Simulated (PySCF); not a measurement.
# Ionisation energy of Hf⁷⁰⁺ by level of theory

Hf⁷⁰⁺ 1s2 (1S) → Hf⁷¹⁺ 1s1 (2S), as a difference of total energies. Calculation: PySCF 2.14, in an even-tempered Gaussian basis (16 s from 200 bohr⁻², ratio 2.2; 7 p from 310 bohr⁻², ratio 2.4; 4 d from 930 bohr⁻², ratio 2.4; 3 f from 1400 bohr⁻², ratio 2.4; 3 g from 2100 bohr⁻², ratio 2.4); scalar relativity by spin-free X2C-1e. Correlated levels: nothing frozen; virtual orbitals above 40 to 60 times the deepest correlated orbital energy dropped. The calculations carry no spin-orbit coupling.

| method | ionisation energy (eV) |
| --- | --- |
| UHF | 74746.3 |
| MP2 (all electrons) | 74748.2 |
| SCS-MP2 (all electrons) | 74748.6 |
| CCSD (all electrons) | 74748.2 |

For this ion Breit and QED terms and the two-electron picture change, all absent here, outweigh the differences among the correlated methods.

With two correlated electrons CCSD is exact in that space.

For comparison: 74565.91 ± 0.16 eV (theoretical estimate listed by NIST; NIST Atomic Spectra Database, ionization energies).
